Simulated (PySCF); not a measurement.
Molecule: SMILES C=C/C=C/C(F)F, C₅H₆F₂.

Cartesian coordinates in Å; atom numbers follow the order of the lines, from 1:
```xyz
13

C     2.538    0.782   -0.025
C     1.567   -0.124   -0.026
C     0.164    0.223   -0.021
C    -0.817   -0.677   -0.021
C    -2.271   -0.327   -0.021
F    -2.913   -0.927    1.020
F    -2.487    1.002    0.120
H     3.578    0.504   -0.025
H     2.324    1.838   -0.020
H     1.800   -1.180   -0.027
H    -0.074    1.278   -0.022
H    -0.625   -1.740   -0.009
H    -2.788   -0.652   -0.942
```

Frames of a GFN2-xTB Langevin trajectory at 300 K; GIAO PBE0/pcSseg-1 shieldings in PySCF 2.14.0 with density-fitted response routines, gas phase, non-relativistic; equivalent atoms averaged within each frame.

Referencing at the same level of theory: TMS for 13C (σ = 186.93 ppm) and 1H (σ = 31.72 ppm); CFCl3 for 19F (σ = 170.95 ppm). The references are static minima.

Problem. How do the shifts (ppm) fluctuate along the trajectory?

Solution. 
```tsv
time (fs)	C3	C2	C4	C1	C5	F6/F7	H13	H11	H10	H12
optimised geometry	142.8	143.8	133.7	130.4	119.6	-143.1	6.68	6.87	6.69	5.81
250	157.1	148.3	138.5	133.5	120.8	-126.9	7.88	7.83	6.89	6.39
425	141.4	140.5	134.5	128.2	122.9	-116.8	7.43	6.06	6.63	6.20
625	149.2	142.6	147.4	125.9	126.8	-130.0	7.31	7.48	6.82	5.89
800	142.9	148.5	131.5	133.4	132.4	-101.7	7.02	6.63	7.02	6.83
1000	149.7	145.9	142.6	137.2	119.8	-129.6	6.81	7.87	7.14	6.09
mean of frames	148.1	145.1	138.9	131.7	124.5	-121.0	7.29	7.17	6.90	6.28
standard deviation	6.3	3.5	6.3	4.5	5.1	12.0	0.41	0.80	0.20	0.36
```

5 frames give an uncertainty of the mean of about the standard deviation over 2.2 at best, since frames this close in time may not be independent; classical motion lacks zero-point vibration, and the reference would need the same averaging.
